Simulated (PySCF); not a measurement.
CH9OPSi2.
Cartesian coordinates in Å at the PBE0-D3(BJ)/def2-SVP level; atoms count from 1:
```
atom  x, y, z in Å
Si1   -2.514    0.495    0.221
C2    -1.211   -0.510   -0.735
O3     0.029    0.166   -0.772
Si4    1.276   -0.065    0.310
P5     3.063    0.943   -0.615
H6    -3.819   -0.237    0.214
H7    -2.065    0.680    1.634
H8    -2.689    1.834   -0.413
H9    -1.556   -0.659   -1.773
H10   -1.117   -1.524   -0.297
H11    1.009    0.595    1.627
H12    1.440   -1.536    0.549
H13    3.910    0.536    0.464
H14    3.404   -0.182   -1.427
```

The closed-shell ground state was solved at several levels (PySCF, density fitting, gas phase, non-relativistic).

```csv
level,basis functions,total energy (Eh),HOMO (eV),LUMO (eV),gap (eV),dipole (D)
PBE/pcSseg-1,151,-1038.4425,-6.24,-0.80,5.44,1.74
KT2/pcSseg-1,151,-1048.7188,-6.33,-0.95,5.38,1.69
B3LYP/pcSseg-1,151,-1039.1185,-7.31,-0.10,7.21,1.75
BLYP/pcSseg-1,151,-1038.9967,-6.10,-0.61,5.49,1.63
BP86/pcSseg-1,151,-1039.1450,-6.36,-0.88,5.48,1.76
HF/pcSseg-1,151,-1036.5152,-10.15,3.33,13.48,2.05
OPBE/pcSseg-1,151,-1038.8673,-6.24,-0.61,5.63,1.85
KT3/pcSseg-1,151,-1047.8824,-6.35,-0.77,5.58,1.65
LDA/pcSseg-1,151,-1034.5224,-6.35,-1.07,5.28,1.84
```

(1) Estimate the row for B97-D/pcSseg-1, a basis of 151 functions; the other rows only guide the guess.

(2) Over all these levels, which gives the widest orbital gap and which the narrowest?

(3) In the pcSseg-1 basis, how does the gap go with the fixed share of exact exchange?

(4) How far do the dipole and the HOMO energy spread over the levels?

Results:

(1) Total energy -1038.9589 Eh, HOMO -6.25 eV, LUMO -0.63 eV, gap 5.62 eV, dipole 1.72 D.

(2) HF/pcSseg-1 (Hartree–Fock, all exact exchange) has the widest, 13.48 eV, and LDA/pcSseg-1 (LDA) the narrowest, 5.28 eV. From the narrowest to the widest the HOMO moves by -3.80 eV and the LUMO by +4.40 eV.

(3) LDA (0 %) 5.28 eV; KT2 (0 %) 5.38 eV; PBE (0 %) 5.44 eV; BP86 (0 %) 5.48 eV; BLYP (0 %) 5.49 eV; KT3 (0 %) 5.58 eV; B97-D (0 %) 5.62 eV; OPBE (0 %) 5.63 eV; B3LYP (20 %) 7.21 eV; HF (100 %) 13.48 eV. Each rise in the share widens the gap here.

(4) The dipole runs from 1.63 to 2.05 D (mean 1.77 D) and the HOMO from -10.15 to -6.10 eV.

One conformer stands for the species.

The pairwise dispersion term of B97-D wasn't added to the energies; at a given geometry it leaves orbitals and properties as they are.
